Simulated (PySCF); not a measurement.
Si(F)(Br)(Me)(NH2) (CH5BrFNSi), SMILES [Si](C)(Br)(N)F.

Geometry optimised at PBE-D3(BJ)/def2-SVP. The structure was generated by enumeration, and PubChem lists no compound with its InChIKey, so it may never have been made. One conformer was computed; it need not be the lowest.

Two levels are set side by side: TDA-PBE/def2-SVPD (PySCF) and TDA-B3LYP/def2-SVPD (PySCF). Vertical, same geometry. The lowest singlet is HOMO→LUMO 99 % with PBE and HOMO→LUMO 96 % with the other functional; states are paired by order. Differences are taken from unrounded values.

```tsv
quantity	TDA-B3LYP
lowest singlet excitation (eV)	6.66
lowest triplet excitation (TDA) (eV)	6.33
first bright state (f over 0.05) (eV)	7.10
its oscillator strength	0.07
```

**Question.** What does TDA-PBE give, and how far is it from TDA-B3LYP? (Estimate from the structure and the level; the computed values follow.)

**Answer.** 
```tsv
quantity	TDA-PBE	TDA-PBE minus TDA-B3LYP
lowest singlet excitation (eV)	6.08	-0.57
lowest triplet excitation (TDA) (eV)	5.85	-0.48
first bright state (f over 0.05) (eV)	6.61	-0.48
its oscillator strength	0.06	-0.01
```

A lower first singlet is the usual sign of a functional without exact exchange. Differences between two approximate levels are no errors against the true value.

Rough cost on one machine, each run with all the roots and properties that it gave: TDA-B3LYP against TDA-PBE about 2 times.
